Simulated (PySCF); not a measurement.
Calculated NMR data

Gas phase, non-relativistic, one conformer, rapidly exchanging positions averaged. GIAO PBE0/pcSseg-1 shieldings; geometry from GFN2-xTB; PySCF 2.14.

Shifts are taken against calculated references (same method and geometry level): ¹H and ¹³C vs TMS. Where no couplings were computed, multiplicities follow the n + 1 count of equivalent neighbours, and m marks all less simple cases (inequivalent or close neighbours, rings, F or P nearby). Shifts are as computed. Against solution values, carbons near 30 ppm lie about +3 ppm off and those near 130 ppm about +5 ppm. Of 1211 compounds with measured shifts, 218 miss one by over three times the rms of a fit or turn the order of signals round; such compounds aren't used in these exercises.

**1.** `CC/C(C)=N/N=C/C(C)C`, C₈H₁₆N₂. ¹H NMR (500 MHz, computed): δ 6.20 (d, 1H), 2.46 (m, 1H), 2.26 (q, 2H), 1.71 (s, 3H), 1.14 (t, 3H), 1.12 (d, 6H). ¹³C{¹H} NMR (computed): δ 141.4 (C), 140.8 (CH), 38.9 (CH), 38.5 (CH2), 23.0 (CH3), 15.7 (CH3), 15.4 (CH3).

**2.** SMILES C/C=N/N=C(/C)C(C)(C)C, C₈H₁₆N₂. ¹H NMR (500 MHz, computed): δ 6.23 (q, 1H), 1.99 (s, 3H), 1.99 (d, 3H), 1.18 (s, 9H). ¹³C{¹H} NMR (computed): δ 139.0, 123.6, 42.6, 32.0, 24.1, 23.5.
